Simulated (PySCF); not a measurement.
Br2HOSb, SMILES [OH][Sb]([Br])[Br]. Atoms are numbered in the order given.

```xyz
5

Sb     0.3843     0.8033     0.0000
Br    -0.0982    -0.8041    -1.8933
Br    -0.0982    -0.8041     1.8933
O     -1.3280     1.7666     0.0000
H     -2.1035     1.1880     0.0000
```
Charge 0, spin multiplicity 1.

The structure is a stationary point at PBE0-D3(BJ)/def2-SVP. The structure was generated by enumeration; whether it is a known compound was not checked. The def2 effective core potentials stand for the cores of Sb; spin–orbit coupling is left out. One conformer was computed; it need not be the lowest.

Computed with C-PCM-B3LYP/def2-SVP run with PySCF 2.14.0.

The values are the electrostatic part of the solvation free energy, E(continuum) − E(gas) at the gas-phase geometry, in a cavity of scaled van der Waals radii (PySCF's table); cavitation and dispersion terms are not included. A continuum can't describe solvent molecules that bind to the metal. In vacuum the orbital gap is 5.78 eV. The dipole moment in vacuum is 1.37 D.

Computed values in water (ε = 78.36), 2-propanol (ε = 19.26), chlorobenzene (ε = 5.70):
```tsv
solvent	ε	ΔG(elec) (kcal/mol)	dipole (D)	gap (eV)
water	78.36	-6.4	2.14	5.89
2-propanol	19.26	-6.1	2.10	5.88
chlorobenzene	5.70	-5.2	1.97	5.87
```
